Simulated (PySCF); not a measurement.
4H-1,3,5-dioxazine (C3H5NO2), SMILES C1=NCOCO1. Atoms are numbered in the order given.

```xyz
11

C      1.3212    -0.1036     0.2166
N      0.8986     1.0778     0.0573
C     -0.4974     1.2567    -0.2438
O     -1.1624     0.0539    -0.6014
C     -0.8200    -0.9642     0.2691
O      0.5765    -1.2321     0.2242
H      2.3857    -0.3211     0.3753
H     -0.5984     1.9263    -1.1104
H     -0.9972     1.7324     0.6234
H     -1.3339    -1.8832    -0.0396
H     -1.0821    -0.7068     1.3163
```

Geometry optimised at ωB97X-D3(BJ)/def2-SVP. The values are those of a single conformer.

The numbers are results of PBE/pcSseg-1 in PySCF, not measurements.

GIAO shieldings, no solvent; atoms listed in one row are averaged. δ = σ(ref) − σ: ¹³C against TMS (σ = 182.0 ppm); ¹⁵N against NH3 (σ = 267.0 ppm); ¹⁷O against H2O (σ = 334.3 ppm); ¹H against TMS (σ = 31.49 ppm), references at their B3LYP-D3(BJ)/def2-TZVP geometries, non-relativistic.

```tsv
nucleus	atoms	count	δ (ppm)
¹³C	C1	1	152.7
¹³C	C5	1	96.7
¹³C	C3	1	85.3
¹⁵N	N2	1	278.4
¹⁷O	O6	1	202.8
¹⁷O	O4	1	99.7
¹H	H7	1	7.25
¹H	H11	1	5.68
¹H	H10	1	5.53
¹H	H8, H9	2	5.44
```
